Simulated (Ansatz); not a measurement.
Nudged elastic band run: CH7FGeO

The input (input.yaml):

```yaml
crystal:
  periodic: [false, false, false]
  atoms:
    - { symbol: Ge, position_ang: [-1.13076, -0.215879, 0.156376] }
    - { symbol: F, position_ang: [-0.407398, -1.662034, -0.620375] }
    - { symbol: H, position_ang: [-2.368519, -0.793649, 0.896792] }
    - { symbol: H, position_ang: [-1.566903, 0.70805, -1.010772] }
    - { symbol: C, position_ang: [0.217448, 0.546538, 1.3339] }
    - { symbol: H, position_ang: [1.102698, -0.864686, -1.377653] }
    - { symbol: O, position_ang: [1.573004, -0.027805, -1.588351] }
    - { symbol: H, position_ang: [-0.164128, 1.479754, 1.794059] }
    - { symbol: H, position_ang: [0.479944, -0.17085, 2.134659] }
    - { symbol: H, position_ang: [1.106415, 0.767106, 0.712264] }
    - { symbol: H, position_ang: [1.158399, 0.233454, -2.430801] }
basis:
  gaussian: { orbitals: def2-SVP }
hamiltonian:
  xc: pbe
neb:
  order_check: false
  images: 7
  f_tol: 0.5
  max_iterations: 60
  final_atoms:
    - { symbol: Ge, position_ang: [-0.80424127, 0.44625794, -0.32271284] }
    - { symbol: F, position_ang: [1.06012999, -2.14509413, -0.05822789] }
    - { symbol: H, position_ang: [-1.94763569, -0.60256292, -0.25390482] }
    - { symbol: H, position_ang: [-1.33990221, 1.79207806, -0.89043514] }
    - { symbol: C, position_ang: [0.22536549, 0.60500078, 1.32049024] }
    - { symbol: H, position_ang: [0.97792705, -1.45410188, -0.73124952] }
    - { symbol: O, position_ang: [0.46524507, -0.15925967, -1.52315953] }
    - { symbol: H, position_ang: [-0.43976537, 0.72999354, 2.19620169] }
    - { symbol: H, position_ang: [0.79499827, -0.34084689, 1.40861835] }
    - { symbol: H, position_ang: [0.92168688, 1.46257832, 1.25966684] }
    - { symbol: H, position_ang: [0.08639177, -0.33404415, -2.40518938] }
  initial_path:
    images:
      - { positions_ang: [[-1.13076, -0.215879, 0.156376], [-0.407398, -1.662034, -0.620375], [-2.368519, -0.793649, 0.896792], [-1.566903, 0.70805, -1.010772], [0.217448, 0.546538, 1.3339], [1.102698, -0.864686, -1.377653], [1.573004, -0.027805, -1.588351], [-0.164128, 1.479754, 1.794059], [0.479944, -0.17085, 2.134659], [1.106415, 0.767106, 0.712264], [1.158399, 0.233454, -2.430801]] }
      - { positions_ang: [[-1.02206419, -0.13524629, 0.07428494], [-0.2110577, -1.67399272, -0.48876577], [-2.2353523, -0.81609178, 0.59863296], [-1.47759785, 0.88168639, -0.9714866], [0.22035953, 0.56092566, 1.37365794], [1.03498578, -0.94262739, -1.30084032], [1.36506325, -0.05265275, -1.63729808], [-0.23018091, 1.41040074, 1.87519773], [0.49654402, -0.19768758, 2.11108622], [1.10589221, 0.87535372, 0.84502457], [0.95360815, 0.089931, -2.47939558]] }
      - { positions_ang: [[-0.91336837, -0.05461358, -0.00780612], [-0.01471739, -1.68595143, -0.35715653], [-2.10218559, -0.83853456, 0.30047392], [-1.3882927, 1.05532279, -0.9322012], [0.22327105, 0.57531331, 1.41341588], [0.96727356, -1.02056878, -1.22402765], [1.1571225, -0.0775005, -1.68624517], [-0.29623383, 1.34104748, 1.95633645], [0.51314405, -0.22452517, 2.08751344], [1.10536942, 0.98360145, 0.97778515], [0.7488173, -0.05359201, -2.52799017]] }
      - { positions_ang: [[-0.80467256, 0.02601913, -0.08989719], [0.18162291, -1.69791015, -0.2255473], [-1.96901889, -0.86097734, 0.00231488], [-1.29898755, 1.22895918, -0.8929158], [0.22618258, 0.58970097, 1.45317383], [0.89956134, -1.09851017, -1.14721497], [0.94918175, -0.10234825, -1.73519225], [-0.36228674, 1.27169422, 2.03747518], [0.52974407, -0.25136275, 2.06394065], [1.10484663, 1.09184917, 1.11054572], [0.54402645, -0.19711501, -2.57658475]] }
      - { positions_ang: [[-0.69597675, 0.10665185, -0.17198825], [0.37796321, -1.70986886, -0.09393807], [-1.83585219, -0.88342012, -0.29584416], [-1.2096824, 1.40259557, -0.8536304], [0.22909411, 0.60408862, 1.49293177], [0.83184912, -1.17645156, -1.07040229], [0.74124099, -0.127196, -1.78413933], [-0.42833965, 1.20234097, 2.1186139], [0.5463441, -0.27820034, 2.04036787], [1.10432384, 1.20009689, 1.24330629], [0.33923561, -0.34063801, -2.62517934]] }
      - { positions_ang: [[-0.72304288, 0.19155337, -0.2096694], [0.54850491, -1.81867518, -0.08501052], [-1.86379806, -0.81320582, -0.28535933], [-1.24223735, 1.49996619, -0.86283158], [0.22816195, 0.60431666, 1.44982139], [0.8683686, -1.24586414, -0.9856141], [0.67224201, -0.13521192, -1.71889438], [-0.43119608, 1.08425411, 2.13801085], [0.60850764, -0.29386198, 1.88243049], [1.0586646, 1.26571725, 1.24739643], [0.27602465, -0.33898955, -2.57018185]] }
      - { positions_ang: [[-0.75010901, 0.27645489, -0.24735055], [0.7190466, -1.92748149, -0.07608298], [-1.89174394, -0.74299152, -0.27487449], [-1.2747923, 1.59733682, -0.87203277], [0.2272298, 0.6045447, 1.406711], [0.90488808, -1.31527672, -0.90082591], [0.60324303, -0.14322783, -1.65364943], [-0.43405251, 0.96616725, 2.1574078], [0.67067119, -0.30952361, 1.72449311], [1.01300536, 1.33133761, 1.25148656], [0.21281369, -0.33734108, -2.51518436]] }
      - { positions_ang: [[-0.77717514, 0.36135642, -0.2850317], [0.8895883, -2.03628781, -0.06715544], [-1.91968981, -0.67277722, -0.26438965], [-1.30734726, 1.69470744, -0.88123396], [0.22629764, 0.60477274, 1.36360062], [0.94140756, -1.3846893, -0.81603771], [0.53424405, -0.15124375, -1.58840448], [-0.43690894, 0.8480804, 2.17680474], [0.73283473, -0.32518525, 1.56655573], [0.96734612, 1.39695796, 1.2555767], [0.14960273, -0.33569262, -2.46018687]] }
      - { positions_ang: [[-0.80424127, 0.44625794, -0.32271284], [1.06012999, -2.14509413, -0.05822789], [-1.94763569, -0.60256292, -0.25390482], [-1.33990221, 1.79207806, -0.89043514], [0.22536549, 0.60500078, 1.32049024], [0.97792705, -1.45410188, -0.73124952], [0.46524507, -0.15925967, -1.52315953], [-0.43976537, 0.72999354, 2.19620169], [0.79499827, -0.34084689, 1.40861835], [0.92168688, 1.46257832, 1.25966684], [0.08639177, -0.33404415, -2.40518938]] }
```

Launched with:

```bash
$ ansatz run input.yaml --threads 2 --pin off --max-ram 3072MiB --backend cpu --events-out ev --progress --plain --runs-dir out
```

Output, in part (warnings, iteration lines, the closing report on the highest movable image, with atoms numbered from 0):

```
NEB end point (image 0): max|allowed force component| = 6.137e-3 eV/Å (the criterion of neb.relax_end_points is 1.000e-1)
NEB end point (image 8): max|allowed force component| = 2.828e-2 eV/Å (the criterion of neb.relax_end_points is 1.000e-1)
NEB iter   1: max|band force component| = 3.157e0 eV/Å  barrier→ = 1.2156 eV  barrier← = 1.0269 eV  Δτ_max = 0.2000 Å  (248 SCF iters)
NEB iter   2: max|band force component| = 1.394e0 eV/Å  barrier→ = 0.9246 eV  barrier← = 0.7359 eV  Δτ_max = 0.2000 Å  (199 SCF iters)
NEB iter   3: max|band force component| = 6.900e-1 eV/Å  barrier→ = 0.8841 eV  barrier← = 0.6954 eV  Δτ_max = 0.0964 Å  (208 SCF iters)
NEB iter   4: max|band force component| = 4.114e-1 eV/Å  barrier→ = 0.8686 eV  barrier← = 0.6799 eV  CI = image 4  Δτ_max = 0.0000 Å  (396 SCF iters)
Total energy: -62406.67798231 eV, -2293.4031150842 hartree
Atom 0 at    -0.720565     0.004098    -0.176527 Å, force     0.036449     0.140891     0.003890 eV/Å
Atom 1 at     0.347157    -1.843291    -0.305185 Å, force     0.048831    -0.086694     0.077215 eV/Å
Atom 2 at    -1.945822    -0.943135     0.000229 Å, force     0.057735    -0.028570    -0.047357 eV/Å
Atom 3 at    -1.324141     1.236002    -0.946229 Å, force    -0.017057     0.073092     0.002571 eV/Å
Atom 4 at     0.230995     0.593730     1.421961 Å, force    -0.005150     0.001647    -0.065430 eV/Å
Atom 5 at     0.846516    -1.110720    -1.113722 Å, force     0.047710     0.006876    -0.024052 eV/Å
Atom 6 at     0.809354    -0.030661    -1.549564 Å, force    -0.114890    -0.121949     0.002486 eV/Å
Atom 7 at    -0.319621     1.421592     1.911371 Å, force    -0.000146    -0.029928     0.005063 eV/Å
Atom 8 at     0.372755    -0.243511     2.129935 Å, force    -0.003679     0.006219    -0.018451 eV/Å
Atom 9 at     1.221675     0.970906     1.097666 Å, force    -0.026972    -0.009804     0.039737 eV/Å
Atom 10 at     0.481897    -0.055012    -2.469837 Å, force    -0.022831     0.048221     0.024327 eV/Å
Dipole moment:    -0.059531     0.254894    -0.201313 e Å
```

The run converged. The threshold of 0.5 eV/Å is loose, so the images may lie well off the minimum-energy path. The order of the stationary point at the top wasn't checked. The orbitals stay closed-shell, which can raise the energy where a bond breaks towards radicals; this wasn't checked here.

Final band (atoms are numbered from 1 in the order of the input):

| image | path coordinate (Å) | energy (eV) | Ge1–F2 (Å) | H6–O7 (Å) | Ge1–O7 (Å) |
| --- | --- | --- | --- | --- | --- |
| 0 | 0.00 | 0.00 | 1.79 | 0.98 | 3.22 |
| 1 | 0.57 | 0.02 | 1.80 | 0.98 | 3.06 |
| 2 | 1.14 | 0.20 | 1.82 | 0.99 | 2.72 |
| 3 | 1.70 | 0.62 | 1.92 | 1.02 | 2.32 |
| 4 | 2.27 | 0.87 | 2.14 | 1.17 | 2.06 |
| 5 | 2.84 | 0.47 | 2.55 | 1.38 | 1.89 |
| 6 | 3.40 | 0.26 | 2.94 | 1.52 | 1.86 |
| 7 | 3.97 | 0.21 | 3.08 | 1.58 | 1.85 |
| 8 | 4.53 | 0.19 | 3.20 | 1.60 | 1.85 |

Run time: 43 s on 2 threads of Intel(R) Xeon(R) Platinum 8488C (Sapphire Rapids) (shared host), peak memory 0.17 GiB.
